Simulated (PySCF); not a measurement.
## Field gradients at the hydrogen positions

Compound: 1,1,1,3-tetrafluoropropane, C₃H₄F₄.
Atom-mapped SMILES: `[F:1][CH2:2][CH2:3][C:4]([F:5])([F:6])[F:7]` (hydrogens: H8, H9 on C2; H10, H11 on C3)

Cartesian coordinates in Å at the PBE0-D3(BJ)/def2-SVP level; atoms count from 1:
```
atom  x, y, z in Å
F1     1.2197   -2.0579   -0.4399
C2     1.0512   -0.7266   -0.1728
C3    -0.4302   -0.4219   -0.0847
C4    -0.7187    1.0228    0.2206
F5    -0.1711    1.3973    1.3846
F6    -2.0299    1.2488    0.3030
F7    -0.2274    1.8349   -0.7245
H8     1.5231   -0.1349   -0.9747
H9     1.5542   -0.4849    0.7779
H10   -0.9241   -0.6731   -1.0348
H11   -0.8919   -1.0303    0.7065
```

Level: PBE0/pcSseg-1 (PySCF, non-relativistic); Q(2H) = 0.00286 b; rigid geometry, the same for H and D, with no vibrational averaging.

Problem. Tabulate Vzz, the asymmetry η and χzz = 234.96 MHz × Q × Vzz for every hydrogen position.

Solution. 
```csv
atom,bonded to,bond length (Å),Vzz (au),η,χzz (kHz)
H8,C2,1.103,0.2706,0.08,182
H9,C2,1.102,0.2709,0.08,182
H10,C3,1.100,0.2824,0.04,190
H11,C3,1.100,0.2825,0.04,190
```

Problem. A static deuteron (I = 1) shows a doublet split by (3/2)χ, (3/4)χ(1 + η) and (3/4)χ(1 − η) with the field along z, y and x of the gradient. What are these for H8?

Solution. With |χ| = 181.8 kHz and η = 0.076: 273, 147 and 126 kHz, to first order and without motion.

Isolated species at its PBE0-D3(BJ)/def2-SVP geometry (one conformer only). With so small a basis the couplings can be 20 % off.
